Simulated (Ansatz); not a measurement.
Two isomers of CH7FOSi2: A = `FCO[SiH2][SiH3]`, B = `F[SiH2]OC[SiH3]`.

Gas-phase electronic energies from Ansatz, PBE0-D4/def2-TZVP geometries. CBS: MP2 limit from def2 TZ/QZ plus the TZ coupled-cluster correction, frozen cores. DFT in def2-TZVPP. B3LYP here is the variant with VWN-RPA as its local correlation; programs differ in this. One conformer a species, not always the lowest.

Which isomer does CCSD(T)/CBS put lower? Give the gap. (Estimate.)

Computed: B, by 46.2 kcal/mol.

Give E(B) − E(A) in kcal/mol with PBE0-D4, MP2/def2-TZVPP, B3LYP, CCSD(T)/def2-TZVPP, B2PLYP, ωB97M-V, CCSD/def2-TZVPP. (An estimate is asked.)

The calculation gave: PBE0-D4 -40.3, MP2/def2-TZVPP -48.3, B3LYP -44.1, CCSD(T)/def2-TZVPP -44.9, B2PLYP -45.8, ωB97M-V -45.2, CCSD/def2-TZVPP -45.5. None reverses the order clearly.

Largest T1 diagnostic: 0.013.

From PBE to PBE0 (25 % exact exchange), in def2-TZVPP and without D4, E(B) − E(A) moves by −1.8 kcal/mol.
